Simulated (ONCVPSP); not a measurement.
Transferability test, ONCV potential for tin (Sn)

- Element: tin
- Generator: ONCVPSP 4.0.1
- Type: optimised norm-conserving Vanderbilt (ONCV)
- Functional: PBE
- Relativity: scalar-relativistic
- Frozen core: [Ar] 3d10
- Valence charge: 22
- Reference configuration: 4s2 4p6 4d10 5s2 5p1.5 (charge +0.5)
- Partial waves: 4s+5s: rc 1.40 bohr, ncon 3, nbas 7, qcut 8.9 1/bohr, 2 projectors; 4p+5p: rc 1.40 bohr, ncon 4, nbas 8, qcut 12.5 1/bohr, 2 projectors; 4d: rc 1.10 bohr, ncon 5, nbas 10, qcut 10.1 1/bohr, 2 projectors, debl 1.3 Ha
- Local potential: polynomial inside 1.05 bohr (lpopt 5, dvloc0 0 Ha)
- Core correction: Teter function, fcfact 2.75, rcfact 1.6

Energies are relative to the spin-unpolarised reference configuration 4s2 4p6 4d10 5s2 5p1.5; without spin polarisation the order of configurations can differ from experiment.

```json
{"valence configuration": "4s2 4p6 4d10 5s2 5p2", "charge": "0", "ΔE all-electron (eV)": "-2.616", "error AE − PS (meV)": "+0.5"}
{"valence configuration": "4s2 4p6 4d10 5s2 5p1", "charge": "+1", "ΔE all-electron (eV)": "4.259", "error AE − PS (meV)": "-0.9"}
{"valence configuration": "4s2 4p6 4d10 5s2 5p0", "charge": "+2", "ΔE all-electron (eV)": "18.212", "error AE − PS (meV)": "-3.9"}
```

Task: What are ΔE and the potential's error for 4s2 4p6 4d10 5s1 5p3?

Result: ΔE = 4.362 eV all-electron; the error (AE − PS) is -1.1 meV.
